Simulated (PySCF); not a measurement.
## What builds the second ionisation energy along group 15

Calculated with PySCF 2.14 from differences of total energies of unrestricted determinants, without spin-orbit coupling. Each column adds one step, in eV (sums use unrounded values): valence MP2, valence CCSD, valence triples, then the next inner shell at CCSD(T) (N 1s, As 3s 3p 3d, Sb 4s 4p 4d, Bi 5s 5p 5d). References (NIST) marked * lie between the lowest fine-structure levels; the others compare directly ((s) semi-empirical, (t) theoretical).

| element | UHF | + MP2 | + CCSD | + (T) | + inner shell | sum | reference |
| --- | --- | --- | --- | --- | --- | --- | --- |
| N [He] 2s2 2p2 → [He] 2s2 2p1 (aug-cc-pwCVDZ, non-relativistic) | 29.169 | 0.259 | -0.165 | 0.009 | 0.017 | 29.289 | 29.601 (s) * |
| As [Ar] 3d10 4s2 4p2 → [Ar] 3d10 4s2 4p1 (aug-cc-pwCVDZ-PP with ECP10MDF, ECP) | 17.969 | 0.291 | 0.031 | 0.011 | 0.063 | 18.365 | 18.589 * |
| Sb [Kr] 4d10 5s2 5p2 → [Kr] 4d10 5s2 5p1 (aug-cc-pwCVDZ-PP with ECP28MDF, ECP) | 15.995 | 0.242 | 0.030 | 0.009 | 0.057 | 16.333 | 16.626 ± 0.025 * |
| Bi [Xe] 4f14 5d10 6s2 6p2 → [Xe] 4f14 5d10 6s2 6p1 (aug-cc-pwCVDZ-PP with ECP60MDF, ECP) | 15.299 | 0.209 | 0.031 | 0.007 | 0.060 | 15.606 | 16.703 * |

Double-zeta sets recover only part of the correlation energy.

What remains against the references is mostly basis incompleteness and, for starred values, spin-orbit coupling.

What share of the correlation contribution for Bi comes from the inner shell?

The four steps add to 0.307 eV, of which the inner shell gives 0.060 eV, or 20 %.
